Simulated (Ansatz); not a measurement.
Relaxation of FH5HfN2O (10 atoms, charge 0, multiplicity 1), to a largest force component of 0.02 eV/Å in at most 40 steps.

The calculation used Ansatz, RHF/def2-SVP.

```xyz
10
Properties=species:S:1:pos:R:3:forces:R:3
Hf 0.000 0.000 0.000 1.09 -1.02 -0.30
O 0.000 0.000 2.070 -3.14 -1.04 -1.54
H -0.909 -0.281 2.407 2.74 0.92 -0.50
N 2.084 0.000 -0.736 -1.73 0.06 0.47
H 2.582 -0.918 -0.917 -0.48 2.56 0.21
H 2.585 0.918 -0.908 -0.47 -2.56 0.15
F -0.933 1.616 -0.659 0.71 -1.08 0.49
N -1.041 -1.803 -0.736 0.85 1.37 0.76
H -1.576 -2.420 -0.059 1.04 0.86 -2.26
H -1.006 -2.053 -1.766 -0.60 -0.07 2.53
```

Task: Where does it end, and by what steps?

Result: The forces met the threshold. After 20 steps the energy has fallen by 1.518 eV; H3 moved furthest, 0.75 Å.

```tsv
step	energy less start (eV)	largest force component (eV/Å)	accepted
0	0.0000	3.140	yes
1	-1.0222	2.798	yes
2	-1.2994	1.942	yes
3	-1.3461	1.627	yes
4	-1.4512	0.489	yes
5	-1.4786	0.637	yes
6	-1.4796	1.486	yes
7	-1.5106	0.174	yes
8	-1.5117	0.122	yes
9	-1.5142	0.073	yes
10	-1.5143	0.088	yes
11	-1.5160	0.046	yes
12	-1.5171	0.031	yes
13	-1.5175	0.052	yes
14	-1.5176	0.124	yes
15	-1.5180	0.038	yes
16	-1.5182	0.069	yes
17	-1.5183	0.068	yes
18	-1.5183	0.047	yes
19	-1.5184	0.023	yes
20	-1.5184	0.002	yes
```

```xyz
10
Properties=species:S:1:pos:R:3
Hf -0.096 -0.046 -0.055
O -0.357 -0.114 1.865
H -0.309 -0.077 2.802
N 1.877 -0.030 -0.642
H 2.491 -0.824 -0.695
H 2.407 0.788 -0.890
F -0.840 1.582 -0.805
N -0.952 -1.754 -0.814
H -1.505 -2.416 -0.297
H -0.928 -2.052 -1.774
```

Whether the end is a true minimum wasn't checked by a vibrational analysis.

The run took 41 s on 2 threads of Arm Neoverse V1, on a shared host, peak memory 0.23 GiB.
